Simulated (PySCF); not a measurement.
# One molecule, a ladder of functionals, a line

Molecule: `C=C(C#N)[SiH2]P`, C3H6NPSi.

Atoms are numbered as in `[CH2:1]=[C:2]([C:3]#[N:4])[SiH2:5][PH2:6]`. Each H is labelled by its parent atom. Ha(C1) is cis to C3; Hb(C1) is trans to C3.

GIAO shieldings (ppm, equivalent atoms averaged) in PySCF 2.14 on the PBE0-D3(BJ)/def2-SVP geometry, basis pcSseg-1, gas phase, non-relativistic:

| functional | exact exchange (%) | σ(Si5) |
| --- | --- | --- |
| BLYP | 0 | 353.5 |
| BP86 | 0 | 364.4 |
| PBE | 0 | 365.8 |
| B3LYP | 20 | 367.5 |
| PBE0 | 25 | 382.7 |
| BHandHLYP | 50 | 387.9 |
| HF | 100 | 423.6 |

Problem. Fit each shielding as a line in the percentage of exact exchange.

Solution. σ(Si5) = 360.8 + 0.62 x (rms 5.1 ppm). The functionals also differ in their semilocal parts, which the line can't hold; Hartree–Fock has no correlation at all.

Problem. What does the line predict for mPW1PW91 (25 %), and what does the run give?

Solution. σ(Si5): 376.3 predicted, 380.9 computed ppm.
